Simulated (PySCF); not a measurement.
**Fractional electron number in Cr⁻ (chromium, charge -1)**

The 4s beta orbital of [Ar] 3d5 4s2 is emptied in steps (occupation f), with all orbitals relaxed, ending at [Ar] 3d5 4s1. Computed with PySCF 2.14 in aug-cc-pVTZ-DK (8s7p5d3f2g, 93 functions), with scalar relativity by spin-free X2C-1e. The exact energy is a straight line in f; departures are measured from the line between the end points of the same method.

```tsv
f	UHF (eV)	LDA (eV)	PBE (eV)
1	0.000	0.000	0.000
0.9	0.002	-0.165	-0.150
0.7	0.005	-0.398	-0.358
0.5	0.006	-0.487	-0.433
0.3	0.005	-0.418	-0.365
0.1	0.002	-0.181	-0.148
0	0.000	0.000	0.000
```

```tsv
method	E(f=0) − E(f=1) (eV)	−ε at f=1 (eV)	−ε at f=0.5 (eV)
UHF	-0.284	-0.255	-0.286
LDA	0.698	-1.105	0.638
PBE	0.447	-1.197	0.422
```

Orbital energy along the path (eV):

```json
{"f": "1", "UHF": "0.255", "LDA": "1.105", "PBE": "1.197"}
{"f": "0.9", "UHF": "0.263", "LDA": "0.797", "PBE": "0.906"}
{"f": "0.7", "UHF": "0.276", "LDA": "0.119", "PBE": "0.271"}
{"f": "0.5", "UHF": "0.286", "LDA": "-0.638", "PBE": "-0.422"}
{"f": "0.3", "UHF": "0.294", "LDA": "-1.454", "PBE": "-1.158"}
{"f": "0.1", "UHF": "0.301", "LDA": "-2.312", "PBE": "-1.887"}
{"f": "0", "UHF": "0.304", "LDA": "-2.625", "PBE": "-1.339"}
```

As f goes to zero the orbital energy of a semilocal functional can turn back, because the density of that orbital vanishes from the exchange-correlation potential.

At f = 1 the orbital energy is positive for UHF, LDA, PBE: only the finite basis holds the electron.

Reference removal energy between the ground levels: 0.676 eV (measured; photodetachment measurements, as compiled on the Wikipedia data page of electron affinities). UHF lacks correlation.
